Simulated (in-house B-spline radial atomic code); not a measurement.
PBE0 excitations of the silver ion Ag⁺

Method: PBE0. Computed with an all-electron radial atomic-structure program (B-spline basis): linear response of the closed shell [Kr] 4d10 with the functional's adiabatic kernel; non-relativistic, point nucleus, no spin-orbit coupling, no double excitations, S, P, D and F terms only; shells from n = 2 respond. Only terms of natural parity with L up to 3 were computed.

Without relativity these are model numbers for so heavy an element.

Command:
```bash
python run_td.py task.json out
```
Settings (radii: box in bohr, nucleus in fm):
```
Z                        47
electrons                46
configuration            [Kr] 4d10
hamiltonian              nr
method                   pbe0
box_radius               41.61
intervals                59
```

Cost of the run: 5.5 s on 1 thread of Arm Neoverse N1, on a shared host.

The lowest states, in the order of their Tamm-Dancoff energies; the method's threshold (minus the highest occupied level) is 17.742 eV. Labels give the largest channel, * marks a mixed state, and oscillator strengths are full-response dipole values. Semilocal kernels can invert the small singlet-triplet splittings of Rydberg terms. Energies in eV:

| state | full response | Tamm-Dancoff | oscillator strength |
| --- | --- | --- | --- |
| 4d → 5s 3D | 5.588 | 5.616 | - |
| 4d → 5s 1D | 6.147 | 6.161 | - |
| 4d → 5p 3P | 10.041 | 10.068 | - |
| 4d → 5p 3F | 10.196 | 10.214 | - |
| 4d → 5p 1F | 10.412 | 10.414 | - |
| 4d → 5p 1P | 10.931 | 10.994 | 0.561 |
| 4d → 6s 3D | 14.091 | 14.094 | - |
| 4d → 6s 1D | 14.165 | 14.166 | - |
| 4d → 5d 3S | 14.635 | 14.645 | - |
| 4d → 5d 3D | ? | ? | - |
| 4d → 5d 1D | ? | ? | - |
| 4d → 6p 3P | 15.095 | 15.099 | - |
| 4d → 6p 3F | 15.124 | 15.126 | - |
| 4d → 6p 1F | 15.160 | 15.161 | - |
| 4d → 6p 1P | 15.234 | 15.244 | 0.0497 |
| 4d → 5d 1S | 15.262 | 15.311 | - |
| 4d → 7s 3D | 15.963 | 15.964 | - |
| 4d → 7s 1D | 15.985 | 15.985 | - |

Task: Where does 4d → 5d 3D lie?

Result: At 14.853 eV in full response, 14.855 eV in Tamm-Dancoff.

Task: Where does 4d → 5d 1D lie?

Result: At 14.929 eV in full response, 14.933 eV in Tamm-Dancoff.

Task: How large is the singlet-triplet splitting of 4d → 5s (D terms) in Tamm-Dancoff?

Result: 0.545 eV, from the unrounded values.

Task: What polarisabilities and dispersion coefficient does the method give?

Result: Dipole 9.455 bohr³, quadrupole 55.15 bohr⁵, C6 55.54 hartree·bohr⁶ for two such species.
